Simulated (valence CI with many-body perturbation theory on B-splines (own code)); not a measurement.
# Re60+: input, log and results

Calculated by configuration interaction combined with many-body perturbation theory (CI+MBPT): five valence electrons over a frozen Dirac-Fock core [Ne], radial functions for each j: 6 s, 6 p, 5 d, 3 f, 1 g, with the one-electron correlation potential Σ1 (screened to all orders), the two-electron term Σ2, the three-electron term Σ3, Breit, model QED; selected single and double excitations, second order for the rest, scaled by the run's own slope (own B-spline code, finite nucleus).

Command, and the settings that its task file holds:

```sh
python run_cv.py task.json out
```

```
atom Re  Z=75  mass_number=187  rms_radius_fm=5.3698
core [Ne]
valence 3s2 3p3
avg = 1
basis = S
breit = 1
cap = 10000
capref = 1200
cscale = 1
de = 0.0
dress = 0
eps = 2e-08
extrap = 1
h = 0.27
hh = 1
l2 = 3
lcore = 6
maxit = 60
n2 = 5
natural = 1
nlev = 20
nno = [3, 3, 3, 2, 1]
nroot = 26
nsp = [3, 3, 2, 1, 0]
pt2 = 1
qed = 1
rpa = 1
s1 = 1.1
s2 = 1
s3 = 1
screen = 1
tol = 2e-05
whole = 1
```

It took 18 s on 1 thread of Arm Neoverse V1 (shared host).

Log. The first blocks belong to the next ion, which gives the ionisation energy. Fields: 2J, parity (1 odd), roots, reference size, generating configurations, candidates as configurations/state functions, variational space P, stored matrix elements, Davidson steps; e2 is the range of second-order energies in hartree. The first line gives the box (bohr), its intervals, the orbitals and the steps of their self-consistent field. Window is the range of levels sought, series limit the energy at which the first omitted orbital would enter, core excitation an estimate of the first excitation out of the core, left out the lowest levels not solved, and shifts from estimates the range by which levels moved from their first estimate, all in cm⁻¹.

```
rmax 1.4 intervals 54 orbitals 36 references ['3s2 3p3', '3s2 3p2 3d', '3s 3p4', '3s2 3p 3d2', '3s 3p3 3d'] scf 3 t 0.7
2J=0 par=0 roots 2 ref 24 generators 7 cand 2710/4112 P 725/1000 nnz 0 it 0
2J=0 par=0 roots 2 ref 24 generators 8 cand 2455/4106 P 1551/2324 nnz 0 it 5
   second order: generators 13 cand 2089/3654 e2 -0.00001 -0.00000
reference levels 559, estimated 64, window 5801779 1/cm; series limit 33785675, core excitation 68672362
2J=3 par=1 roots 3 ref 66 generators 10 cand 5200/43403 P 1006/3592 nnz 1.3e+06 it 5
2J=3 par=1 roots 3 ref 66 generators 15 cand 6969/67245 P 2127/10000 nnz 9.2e+06 it 6
   second order: generators 22 cand 5848/60837 e2 -0.00023 -0.00010
2J=3 par=0 roots 7 ref 71 generators 13 cand 7257/68300 P 875/3587 nnz 1.4e+06 it 5
2J=3 par=0 roots 7 ref 71 generators 23 cand 7873/75482 P 1990/9990 nnz 8.8e+06 it 10
   second order: generators 30 cand 8947/93195 e2 -0.00271 -0.00118
2J=5 par=0 roots 7 ref 74 generators 13 cand 7304/81674 P 848/3592 nnz 1.5e+06 it 5
2J=5 par=0 roots 7 ref 74 generators 21 cand 7681/90121 P 1899/9996 nnz 9e+06 it 9
   second order: generators 33 cand 9360/121427 e2 -0.00381 -0.00163
2J=5 par=1 roots 2 ref 65 generators 7 cand 5761/56443 P 796/3575 nnz 1.5e+06 it 5
2J=5 par=1 roots 2 ref 65 generators 15 cand 7417/79548 P 1784/9980 nnz 1e+07 it 6
   second order: generators 23 cand 8429/115087 e2 -0.00127 -0.00041
2J=1 par=1 roots 2 ref 41 generators 8 cand 5628/27936 P 1136/3551 nnz 1.3e+06 it 4
2J=1 par=1 roots 2 ref 41 generators 15 cand 6652/36818 P 2644/9993 nnz 8.1e+06 it 5
   second order: generators 22 cand 7144/49488 e2 -0.00018 -0.00009
2J=1 par=0 roots 5 ref 44 generators 14 cand 6728/38201 P 1137/3557 nnz 1.3e+06 it 7
2J=1 par=0 roots 5 ref 44 generators 20 cand 6997/41464 P 2679/10000 nnz 8.1e+06 it 7
   second order: generators 27 cand 7777/51446 e2 -0.00068 -0.00025
2J=7 par=0 roots 4 ref 54 generators 10 cand 6839/77693 P 745/3566 nnz 1.6e+06 it 5
2J=7 par=0 roots 4 ref 54 generators 15 cand 7456/86813 P 1610/9996 nnz 1e+07 it 6
   second order: generators 22 cand 7844/99610 e2 -0.00185 -0.00141
2J=9 par=0 roots 1 ref 34 generators 2 cand 1770/17336 P 724/3506 nnz 1.9e+06 it 4
2J=9 par=0 roots 1 ref 34 generators 8 cand 5923/62005 P 1627/10000 nnz 1.3e+07 it 6
   second order: generators 15 cand 7042/81997 e2 -0.00014 -0.00014
2J=7 par=1 roots 1 ref 51 generators 5 cand 4775/49482 P 812/3565 nnz 1.5e+06 it 5
2J=7 par=1 roots 1 ref 51 generators 10 cand 6858/75385 P 1676/9990 nnz 1.1e+07 it 6
   second order: generators 15 cand 8010/111234 e2 -0.00067 -0.00067
left out: unestimated 8415604, estimated 6246634, shifts from estimates -234 to 55
operators 0.5
```

The Davidson iterations converged.

The last digits are not significant, and no measured levels were compared; by estimate large intervals hold to a few tenths of a per cent, small ones and those within an open d or f shell to about a per cent. Among the levels kept, up to 710 cm⁻¹ of a level comes from second order outside the variational space, and about a tenth of that is noise between levels of different J, which matters for small intervals.

```
Valence energy                            : -1274.123 hartree
Ionisation energy                         : 6303.3 eV (NIST: 6300 ± 10 eV (theoretical))
Reference configurations for the orbitals : 3s2 3p3, 3s2 3p2 3d, 3s 3p4, 3s2 3p 3d2, 3s 3p3 3d
Radial orbitals                           : 36
Box radius                                : 1.382 bohr
Largest variational space                 : 10000
Lowest levels                             : (3s^2 3p1/2^2 3p3/2) J=3/2 0.00, (3s^2 3p1/2^2 3d3/2) J=3/2 233.67, (3s^2 3p1/2^2 3d5/2) J=5/2 333.67, (3s^2 3p1/2 3p3/2^2) J=3/2 364.76, (3s^2 3p1/2 3p3/2^2) J=5/2 376.74, (3s^2 3p1/2 3p3/2^2) J=1/2 392.39, (3s 3p1/2^2 3p3/2^2) J=5/2 542.95, (3s 3p1/2^2 3p3/2^2) J=3/2 573.06, (3s 3p1/2^2 3p3/2^2) J=1/2 575.21, (3s^2 3p1/2 3p3/2 3d3/2) J=5/2 [a] 595.75, (3s^2 3p1/2 3p3/2 3d3/2) J=1/2 [a] 599.12, (3s^2 3p1/2 3p3/2 3d3/2) J=3/2 [a] 599.43, (3s^2 3p1/2 3p3/2 3d3/2) J=7/2 608.29, (3s^2 3p1/2 3p3/2 3d3/2) J=5/2 [b] 638.59 eV
```

Levels are named by their leading jj configuration (3d3/2^4 stands for four electrons in 3d with j = 3/2), which in mixed levels can hold well under half, so a name can repeat and another be missing. Letters in brackets count levels of one name in rising energy.
